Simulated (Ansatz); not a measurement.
Computed with Ansatz on PBE0-D4/def2-TZVP structures; ΔE is electronic, products minus reactants. CBS: MP2 limit from def2 TZ/QZ plus the TZ coupled-cluster correction, frozen cores. Functionals use def2-TZVPP. B3LYP here is the variant with VWN-RPA as its local correlation; programs differ in this. HSE06 is defined as in plane-wave codes. One conformer a species, not always the lowest.

Consider the formal exchange of groups at the Si–C bond: `CC[Si]O[SiH3]` + `CC(=O)OC(C)C` → `[SiH]O[SiH3]` + `CCC(C)(C)OC(C)=O`.

`CC[Si]O[SiH3]`:

```xyz
13

C     0.510   -1.380   -0.795
C    -0.733   -1.341    0.098
Si   -1.939    0.050   -0.404
O    -1.052    1.391   -0.027
Si    0.296    2.077    0.614
H     1.100   -0.463   -0.713
H     0.248   -1.500   -1.851
H     1.171   -2.211   -0.532
H    -0.442   -1.201    1.148
H    -1.266   -2.297    0.044
H     0.959    1.153    1.574
H     1.245    2.404   -0.480
H    -0.097    3.318    1.325
```

`CC(=O)OC(C)C`:

Cartesian coordinates in Å:
```
C 1.003 -1.096 2.345
C 1.049 -0.250 1.109
O 1.920 0.534 0.841
O -0.014 -0.486 0.330
C -0.109 0.264 -0.898
C -0.721 1.619 -0.618
C -0.930 -0.577 -1.845
H 0.974 -2.152 2.072
H 1.877 -0.892 2.959
H 0.092 -0.880 2.907
H 0.907 0.395 -1.280
H -1.719 1.504 -0.187
H -0.098 2.189 0.072
H -0.812 2.188 -1.546
H -0.463 -1.549 -2.007
H -1.020 -0.072 -2.809
H -1.935 -0.738 -1.447
```

`[SiH]O[SiH3]`:

Z-matrix (Å, degrees):
```
Si
O 1 1.652
H 1 1.483 2 108.5
H 1 1.486 2 109.8 3 120.4
H 1 1.483 2 108.5 3 -119.2
Si 2 1.645 1 142.3 3 -121.3
H 6 1.549 2 97.6 1 0.1
```

`CCC(C)(C)OC(C)=O`:

```xyz
23

C    -1.141   -0.804    2.038
C    -0.496    0.496    1.592
C     0.422    0.394    0.375
C     1.536   -0.618    0.592
C     0.972    1.769    0.037
O    -0.474   -0.054   -0.684
C    -0.038   -0.268   -1.927
C    -1.168   -0.731   -2.801
O     1.094   -0.118   -2.304
H    -1.840   -0.620    2.857
H    -1.699   -1.265    1.220
H    -0.403   -1.525    2.395
H    -1.273    1.229    1.355
H     0.095    0.921    2.409
H     2.242   -0.606   -0.235
H     2.069   -0.372    1.514
H     1.133   -1.627    0.693
H     1.618    1.732   -0.839
H     0.155    2.469   -0.151
H     1.552    2.144    0.883
H    -0.813   -0.850   -3.821
H    -1.554   -1.683   -2.429
H    -1.988   -0.013   -2.767
```

| level | ΔE (kJ/mol) | difference from CCSD(T)/CBS |
| --- | --- | --- |
| LDA (SPW92) | 33.6 | -0.2 |
| B97M-V | 32.8 | -1.0 |
| B3LYP-D4 | 41.1 | 7.3 |
| HSE06-D4 | 41.9 | 8.1 |
| CAM-B3LYP-D4 | 37.1 | 3.3 |
| B2PLYP | 40.1 | 6.3 |
| revPBE | 53.3 | 19.5 |
| BLYP | 49.8 | 16.0 |
| MP2/def2-TZVPP | 30.7 | -3.1 |
| HF/def2-QZVPP | 41.3 | 7.5 |
| CCSD(T)/CBS | 33.8 | 0 |

Largest T1 diagnostic among the species: 0.014.

The D4 term adds −5.2 kJ/mol with B3LYP and −3.3 kJ/mol with PBE0; it sums over pairs of atoms, weighted by their polarisabilities, and B3LYP, whose exchange is more repulsive, gets the larger term. In def2-TZVPP, CCSD(T) changes the Hartree–Fock value by −10.4 kJ/mol (the triples alone add −1.3 kJ/mol) and MP2 by −9.8 kJ/mol.
